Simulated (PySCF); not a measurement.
SnCl3I, SMILES [Cl][Sn]([Cl])([Cl])[I].

Geometry: PBE0-D3(BJ)/def2-SVP. The structure was generated by enumeration; whether it is a known compound was not checked. The def2 effective core potentials stand for the cores of I, Sn; spin–orbit coupling is left out.

Method: TDA-PBE/def2-SVPD (PySCF).

Vertical excitations; the highest root listed may be one member of a degenerate set. Gas-phase values at a fixed geometry. State labels are in the subgroup Cs.

Computed excitation energies, oscillator strengths and character:
| state | symmetry | energy (eV) | λ (nm) | f | main pairs |
|---|---|---|---|---|---|
| S1 | A" | 3.09 | 402 | 0.004 | HOMO→LUMO (degenerate set) |
| S2 | A' | 3.09 | 402 | 0.004 | HOMO−1→LUMO (degenerate set) |
| S3 | A" | 3.77 | 329 | 0.000 | HOMO−2→LUMO 100 % |
| S4 | A' | 4.00 | 310 | 0.008 | HOMO−4→LUMO (degenerate set) |
| S5 | A" | 4.00 | 310 | 0.008 | HOMO−5→LUMO (degenerate set) |
| S6 | A" | 4.23 | 293 | 0.016 | HOMO−6→LUMO (degenerate set) |
| S7 | A' | 4.23 | 293 | 0.016 | HOMO−7→LUMO (degenerate set) |
| S8 | A' | 4.23 | 293 | 0.082 | HOMO−3→LUMO 91 % |
| S9 | A' | 5.77 | 215 | 0.023 | HOMO−8→LUMO 62 %, HOMO−1→LUMO+2 17 %, HOMO→LUMO+1 17 % |
| S10 | A" | 5.92 | 209 | 0.000 | HOMO−1→LUMO+1 50 %, HOMO→LUMO+2 50 % |
| T1 | A' | 2.75 | 452 | 0 | HOMO−1→LUMO (degenerate set) |
| T2 | A" | 2.75 | 452 | 0 | HOMO→LUMO (degenerate set) |
| T3 | A" | 3.52 | 352 | 0 | HOMO−2→LUMO 100 % |
| T4 | A' | 3.63 | 341 | 0 | HOMO−3→LUMO 99 % |
Triplets are in the Tamm–Dancoff approximation.
